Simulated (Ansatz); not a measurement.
Species: C2HNO, SMILES `C(=O)C#N` (charge 0, multiplicity 1), formula C$_{2}$HNO.

Question: How many basis functions does frozen-core CCSD(T)/cc-pVQZ // CAM-B3LYP-D3(BJ)/def2-TZVP (Ansatz, a quantum-chemistry and plane-wave program) use, how many core orbitals are frozen, and how many electrons are correlated?

Answer: 250 basis functions and 4 frozen orbitals, which leaves 20 correlated electrons. Core time is of the order of minutes.
